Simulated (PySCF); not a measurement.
Isomers C5H11NO2Si:

A. `C=C[Si]1(N)OCCCO1`
B. SMILES CO[C@@H]1[C@@H]([SiH3])[C@H]1C(N)=O
C. `O=C(O)[C@H]1C[C@H](N[SiH3])C1`
D. `N[Si@H]1OCC[C@@H](C=C)O1`

Spectrum 1. ¹H NMR (500 MHz, computed): δ 6.32 (m, 1H), 6.18 (m, 1H), 5.80 (m, 1H), 4.50 (m, 2H), 4.40 (m, 2H), 2.78 (m, 1H), 1.30 (m, 1H), 0.68 (br s, 2H). ¹³C{¹H} NMR (computed): δ 145.0 (CH), 141.0 (CH2), 68.6 (CH2), 34.9 (CH2).

Spectrum 2. ¹H NMR (500 MHz, computed): δ 5.92 (br s, 1H), 4.62 (s, 3H), 3.58 (m, 1H), 2.87 (m, 2H), 2.83 (m, 1H), 1.91 (m, 2H), -0.06 (br s, 1H). ¹³C{¹H} NMR (computed): δ 180.5 (C), 50.5 (CH), 40.3 (CH2), 32.6 (CH).

Spectrum 3. ¹H NMR (500 MHz, computed): δ 6.28 (m, 1H), 5.38 (m, 1H), 5.28 (m, 1H), 4.58 (s, 1H), 4.45 (m, 1H), 4.37 (m, 1H), 4.30 (m, 1H), 1.91 (m, 1H), 1.26 (m, 1H), 0.72 (br s, 2H). ¹³C{¹H} NMR (computed): δ 152.3 (CH), 119.8 (CH2), 80.3 (CH), 66.7 (CH2), 43.1 (CH2).

Spectrum 4. ¹H NMR (500 MHz, computed): δ 5.09 (br, 1H), 4.76 (br, 1H), 4.15 (d, 3H), 3.54 (s, 3H), 2.92 (m, 1H), 1.29 (m, 1H), 1.00 (m, 1H). ¹³C{¹H} NMR (computed): δ 177.5 (C), 73.7 (CH), 61.0 (CH3), 25.7 (CH), 12.5 (CH).

[PySCF 2.14.0 with density-fitted response routines: geometry: GFN2-xTB; σ from GIAO-PBE0/pcSseg-1; non-relativistic Hamiltonian; single conformer; averaged over atoms made equivalent by symmetry, fast rotation or ring inversion; no solvent model]

Chemical shifts δ = σref − σ; TMS for ¹H and ¹³C, all at this level. Where no couplings were computed, multiplicities follow the n + 1 count of equivalent neighbours, and m marks all less simple cases (inequivalent or close neighbours, rings, F or P nearby). Acid and N–H amide carbonyl carbons lie up to 10 ppm further downfield in solution (hydrogen bonding). Shifts are as computed. Against solution values, carbons near 30 ppm lie about +3 ppm off and those near 130 ppm about +5 ppm. Of 1211 compounds with measured shifts, 218 miss one by over three times the rms of a fit or turn the order of signals round; such compounds aren't used in these exercises. Groups on amide-type nitrogens are kept apart (slow C–N rotation). OH and NH positions are gas-phase values without hydrogen bonding to other molecules.

Question: Match each spectrum to its structure.

Answer: 1–A, 2–C, 3–D, 4–B.

- Spectrum 1 (A): 4 ¹³C signals; δC 145.0 is an alkene CH; δC 141.0 is a terminal =CH2 carbon.
- Spectrum 2 (C): 4 ¹³C signals; δC 180.5 is a carboxylic acid carbon; δC 50.5 is an sp3 CH bonded to N.
- Spectrum 3 (D): 5 ¹³C signals; δC 152.3 is an alkene CH; δC 119.8 is a terminal =CH2 carbon.
- Spectrum 4 (B): 5 ¹³C signals; δC 177.5 is an amide carbonyl carbon; δC 73.7 is a three-membered-ring carbon.
